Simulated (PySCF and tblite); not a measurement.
The numbers below are computed, except where a source is named.
System: C4H7FS2, numbered as in [CH3:1]/[CH:2]=[CH:3]/[S:4][S:5][CH2:6][F:7].

Motion: rotation about the S4–S5 bond (torsion C3–S4–S5–C6 from 89° to 271°, rising). GFN2-xTB gives an electronic barrier of 3.9 kcal/mol and a reaction energy of -0.8 kcal/mol.

PBE0/pcSseg-1 + D3(BJ) on GFN2-xTB geometries gives 6.7 kcal/mol and k(298 K) = 3×10⁷ s⁻¹.

Problem. What does PBE0/pcSseg-1 + D3(BJ), IEF-PCM chloroform give on GFN2-xTB geometries?

Solution. A barrier of 6.2 kcal/mol, 0.5 below the first DFT barrier (from unrounded values), a reaction energy of -0.7 kcal/mol and, with GFN2-xTB thermal terms, ΔG‡(298 K) = 6.7 kcal/mol and k = 7.1×10⁷ s⁻¹ (1 equivalent path).

Programs: tblite and PySCF.
